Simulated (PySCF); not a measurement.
C3H5, SMILES C=C[CH2], multiplicity 2.

Coordinates come from a ωB97X-D3(BJ)/def2-TZVP optimisation. The isomer is the one that the SMILES or the coordinates give; other isomers of the formula were not compared.

Level of theory: PySCF with TDA-M06-2X/def2-SVPD.

Vertical excitations. The molecule is in vacuum.

```tsv
state	energy (eV)	λ (nm)	f	main pairs
root 1	3.75	331	0.008	α HOMO→LUMO+1 33 %, β HOMO→LUMO 64 %
root 2	5.41	229	0.000	α HOMO→LUMO 97 %
root 3	5.93	209	0.000	β HOMO−1→LUMO 95 %
root 4	5.96	208	0.460	α HOMO→LUMO+1 64 %, β HOMO→LUMO 31 %
root 5	6.14	202	0.029	α HOMO→LUMO+2 93 %
root 6	6.18	201	0.000	α HOMO→LUMO+3 93 %
root 7	6.23	199	0.000	β HOMO−2→LUMO 93 %
root 8	7.19	173	0.001	α HOMO−1→LUMO+1 41 %, β HOMO→LUMO+4 54 %
root 9	7.36	168	0.000	α HOMO→LUMO+4 90 %
root 10	7.52	165	0.001	β HOMO−3→LUMO 87 %
```
Unrestricted roots are not spin-pure.
